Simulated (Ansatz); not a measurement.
Species: CH$_{8}$FNSi$_{2}$, net charge 0, singlet state. 
Structure (B3LYP-D3(BJ)/def2-TZVP (Ansatz, a program for electronic structure) minimum search):
```xyz
13

Si     0.8017     0.6594    -0.3039
C      1.6931    -0.9113    -0.7270
F      1.3454     1.1346     1.1381
N     -0.9012     0.4471    -0.2836
Si    -1.8640    -0.8964     0.2401
H      1.1013     1.7722    -1.2287
H      1.3956    -1.2742    -1.7127
H      2.7716    -0.7419    -0.7359
H      1.4846    -1.6961     0.0020
H     -1.4246     1.2811    -0.5173
H     -2.7940    -0.5023     1.3251
H     -0.9436    -1.9424     0.7338
H     -2.6775    -1.4518    -0.8690
```

Quantity: vertical triplet-singlet gap (E(triplet) - E(singlet); each state is the SCF solution reached for its spin), in eV. Correlated levels leave the core frozen unless marked. UHF or UKS for open shells. Spin-orbit coupling is left out. Non-relativistic. CBS marks a two-point X^-3 extrapolation of the correlation energy; Hartree-Fock from the larger set. The bracket is a focal-point correction in the basis named.

```json
[
 {"level": "HF/aug-cc-pV(D+d)Z", "program": "Ansatz", "vertical triplet-singlet gap (eV)": "5.70"},
 {"level": "HF/aug-cc-pV(T+d)Z", "program": "Ansatz", "vertical triplet-singlet gap (eV)": "5.72"}
]
```

Question: Predict the RI-MP2/CBS(aug-cc-pV(T+d)Z,aug-cc-pV(Q+d)Z)+[CCSD(T)-MP2]/aug-cc-pV(T+d)Z result (Ansatz).

Answer: 6.48 eV, so HF/aug-cc-pV(T+d)Z differs from it by -0.76 eV.
